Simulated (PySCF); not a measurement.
SMILES C1C=C[CH]C=1 (C₅H₅), doublet, PBE0/def2-SVP optimised geometry.

```
10

C     -0.67    -1.18     0.00
C      0.76    -1.18     0.00
C      1.16     0.13     0.00
C     -0.04     0.98     0.00
C     -1.15     0.17     0.00
H     -1.31    -2.07     0.00
H      1.40    -2.07     0.00
H      2.19     0.49     0.00
H     -0.03     2.07     0.00
H     -2.19     0.48     0.00
```

Density from unrestricted PBE0/def2-TZVP (PySCF 2.14.0) at that geometry.

Minimum of the electron density along straight lines between bonded atoms, close to the bond critical point (lines longer than 1.1 times the sum of covalent radii, or with two minima, are not listed):

```json
[
 {"bond": "C1–C2", "length / Å": "1.434", "ρ at the minimum / e bohr⁻³": "0.292", "∇²ρ there / e bohr⁻⁵": "-0.81", "position (fraction from the first atom)": "0.51"},
 {"bond": "C2–C3", "length / Å": "1.371", "ρ at the minimum / e bohr⁻³": "0.328", "∇²ρ there / e bohr⁻⁵": "-0.95", "position (fraction from the first atom)": "0.49"},
 {"bond": "C3–C4", "length / Å": "1.477", "ρ at the minimum / e bohr⁻³": "0.271", "∇²ρ there / e bohr⁻⁵": "(withheld)", "position (fraction from the first atom)": "0.50"},
 {"bond": "C1–C5", "length / Å": "1.435", "ρ at the minimum / e bohr⁻³": "0.292", "∇²ρ there / e bohr⁻⁵": "-0.81", "position (fraction from the first atom)": "0.51"},
 {"bond": "C4–C5", "length / Å": "1.370", "ρ at the minimum / e bohr⁻³": "0.328", "∇²ρ there / e bohr⁻⁵": "-0.95", "position (fraction from the first atom)": "0.51"},
 {"bond": "C1–H6", "length / Å": "1.092", "ρ at the minimum / e bohr⁻³": "0.282", "∇²ρ there / e bohr⁻⁵": "-1.00", "position (fraction from the first atom)": "0.65"},
 {"bond": "C2–H7", "length / Å": "1.089", "ρ at the minimum / e bohr⁻³": "0.279", "∇²ρ there / e bohr⁻⁵": "-0.98", "position (fraction from the first atom)": "0.65"},
 {"bond": "C3–H8", "length / Å": "1.091", "ρ at the minimum / e bohr⁻³": "0.281", "∇²ρ there / e bohr⁻⁵": "-0.99", "position (fraction from the first atom)": "0.65"},
 {"bond": "C4–H9", "length / Å": "1.091", "ρ at the minimum / e bohr⁻³": "0.281", "∇²ρ there / e bohr⁻⁵": "-0.99", "position (fraction from the first atom)": "0.65"},
 {"bond": "C5–H10", "length / Å": "1.089", "ρ at the minimum / e bohr⁻³": "0.279", "∇²ρ there / e bohr⁻⁵": "-0.98", "position (fraction from the first atom)": "0.65"}
]
```

Task: Some entries are withheld; supply them.

Result: 
- C3–C4, ∇²ρ there / e bohr⁻⁵: -0.72
